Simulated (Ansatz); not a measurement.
CH9NO2Si2, SMILES `C[SiH2]N[SiH](O)O`. Charge 0, multiplicity 1.

```xyz
15

C     1.5207   -1.3592    1.6683
Si    1.2980    0.1770    0.6321
N     0.1232   -0.0501   -0.6200
Si   -1.2934    0.8385   -0.9586
O    -2.6541   -0.0843   -1.0528
O    -1.1763    1.5136   -2.4449
H     1.8475   -2.2028    1.0545
H     2.2792   -1.1952    2.4387
H     0.5870   -1.6400    2.1611
H     0.8126    1.3037    1.4703
H     2.6209    0.5442    0.0514
H     0.3663   -0.7374   -1.3231
H    -1.4238    1.8472    0.1179
H    -2.9085   -0.5738   -0.2700
H    -1.9993    1.6186   -2.9249
```

Task: Give the diagnostics of a CCSD(T)/def2-TZVPP run (frozen core, Ansatz 0.2.0). (Estimate.)

Result: The calculation gave: T1 = 0.0109, largest single amplitude 0.010, largest double 0.013, (T) share of the correlation energy 3.5 %, 9 CCSD cycles. The RHF solution is stable towards an unrestricted one. T1 lies under the customary mark of 0.02 for closed shells.
